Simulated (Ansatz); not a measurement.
# Molecular dynamics of C₂H₆FNSSi

input.yaml

```yaml
crystal:
  periodic: [false, false, false]
  atoms:
    - { symbol: F, position_ang: [-0.615788, -2.11705, -1.433946] }
    - { symbol: Si, position_ang: [0.529552, -1.654598, -0.358363] }
    - { symbol: C, position_ang: [-0.010614, -0.681855, 1.086225] }
    - { symbol: "N", position_ang: [0.804662, 0.087679, -0.016042] }
    - { symbol: C, position_ang: [-0.075805, 1.087042, -0.754671] }
    - { symbol: S, position_ang: [-0.1683, 2.69902, 0.115615] }
    - { symbol: H, position_ang: [1.691648, -2.515998, -0.372355] }
    - { symbol: H, position_ang: [-1.071205, -0.407157, 1.191554] }
    - { symbol: H, position_ang: [0.501178, -0.708595, 2.058583] }
    - { symbol: H, position_ang: [0.394888, 1.282335, -1.736653] }
    - { symbol: H, position_ang: [-1.10259, 0.700548, -0.94742] }
    - { symbol: H, position_ang: [-0.800625, 2.173428, 1.201274] }
basis:
  gaussian: { orbitals: STO-3G }
hamiltonian:
  xc: b3lyp
  dispersion: d4
md:
  timestep: 0.5
  n_steps: 214
  ensemble: nve
  temperature: 1000.0
  initial_velocities: maxwell_boltzmann
  seed: 274252
scf:
  lower_state_search: "off"
```

Launched with:

```bash
$ ansatz run input.yaml --threads 1 --pin off --max-ram 2048MiB --backend cpu --events-out ev --progress --plain --runs-dir out
```

It starts from a relaxed structure.

Output, in part (step lines, the closing report, with atoms numbered from 0):

```
md step     0: t =     0.00 fs  T =  1000.0 K  F+E_penalty+E_count = -24794.81493711 eV  E_kin = 1.292600 eV  conserved = -24793.52233712 eV  (15 SCF iters)
[... lines left out ...]
Total energy: -24794.05655592 eV, -911.1647724151 hartree
Atom 0 at    -0.573602    -2.163276    -1.353625 Å, force    -0.334391    -0.556833    -0.607902 eV/Å
Atom 1 at     0.640578    -1.673993    -0.390789 Å, force    -2.162246     2.166859     1.488800 eV/Å
Atom 2 at    -0.124793    -0.672381     1.047930 Å, force     1.264394    -2.554802    -0.891962 eV/Å
Atom 3 at     0.549958     0.075471    -0.076391 Å, force     1.268729    -0.380767     0.377930 eV/Å
Atom 4 at    -0.225243     1.145970    -0.768963 Å, force     2.726139     0.492592     0.510632 eV/Å
Atom 5 at    -0.069632     2.722943     0.147227 Å, force    -0.707928     0.099297     0.503241 eV/Å
Atom 6 at     1.813584    -2.426657    -0.594199 Å, force     1.081686    -0.279831    -0.030357 eV/Å
Atom 7 at    -1.204856    -0.787515     1.122736 Å, force    -0.720746     0.526467    -0.132862 eV/Å
Atom 8 at     0.346883    -0.704501     2.034230 Å, force     0.211853     0.615385     0.259471 eV/Å
Atom 9 at     0.419904     1.403603    -1.658997 Å, force    -1.644486    -0.818591    -0.293576 eV/Å
Atom 10 at    -1.248372     0.783464    -0.818761 Å, force    -1.097635     0.421668    -1.295142 eV/Å
Atom 11 at    -0.860070     2.261518     1.159310 Å, force     0.114630     0.268557     0.111726 eV/Å
Dipole moment:    -0.042060    -0.396259    -0.052108 e Å
```

The steps, from the saved trajectory:

| time (fs) | T (K) | potential energy less start (eV) | conserved less start (meV/atom) |
| --- | --- | --- | --- |
| 0.0 | 1000 | 0.000 | 0.00 |
| 3.5 | 556 | 0.579 | 0.46 |
| 7.0 | 304 | 0.907 | 0.63 |
| 10.5 | 608 | 0.509 | 0.21 |
| 14.0 | 534 | 0.607 | 0.36 |
| 17.5 | 421 | 0.755 | 0.56 |
| 21.0 | 530 | 0.612 | 0.36 |
| 24.5 | 462 | 0.700 | 0.37 |
| 28.0 | 431 | 0.742 | 0.54 |
| 31.5 | 502 | 0.649 | 0.39 |
| 35.0 | 315 | 0.891 | 0.45 |
| 38.5 | 476 | 0.682 | 0.41 |
| 42.0 | 531 | 0.612 | 0.50 |
| 45.5 | 453 | 0.712 | 0.41 |
| 49.0 | 470 | 0.691 | 0.46 |
| 52.5 | 501 | 0.650 | 0.43 |
| 56.0 | 497 | 0.655 | 0.43 |
| 59.5 | 638 | 0.473 | 0.41 |
| 63.0 | 505 | 0.645 | 0.43 |
| 66.5 | 393 | 0.791 | 0.53 |
| 70.0 | 684 | 0.413 | 0.36 |
| 73.5 | 526 | 0.618 | 0.43 |
| 77.0 | 400 | 0.781 | 0.43 |
| 80.5 | 544 | 0.595 | 0.40 |
| 84.0 | 518 | 0.628 | 0.39 |
| 87.5 | 427 | 0.746 | 0.44 |
| 91.0 | 530 | 0.612 | 0.38 |
| 94.5 | 497 | 0.656 | 0.42 |
| 98.0 | 429 | 0.745 | 0.53 |
| 101.5 | 598 | 0.523 | 0.28 |
| 105.0 | 354 | 0.841 | 0.56 |

All steps were run. The conserved energy stayed within 0.68 meV per atom of its start (net change 0.36 meV per atom), so the integration is sound. The temperature averaged 0.50 of the 1000 K drawn at the start: a run that starts near a minimum puts about half its kinetic energy into the potential. A run of 0.11 ps of so small a system gives no equilibrium averages. Limits of this set-up: minimal basis.

The same pairs are bonded in the first frame and the last. Pairs count as bonded within 1.25 times the sum of covalent radii (0.12 Å more for H–H).

Last frame:

```xyz
12
Properties=species:S:1:pos:R:3
F -0.574 -2.163 -1.354
Si 0.641 -1.674 -0.391
C -0.125 -0.672 1.048
N 0.550 0.075 -0.076
C -0.225 1.146 -0.769
S -0.070 2.723 0.147
H 1.814 -2.427 -0.594
H -1.205 -0.787 1.123
H 0.347 -0.705 2.034
H 0.420 1.404 -1.659
H -1.248 0.783 -0.819
H -0.860 2.261 1.159
```

The run took 11 min on 1 thread of Intel(R) Xeon(R) Processor @ 2.70GHz (shared host), peak memory 0.12 GiB.
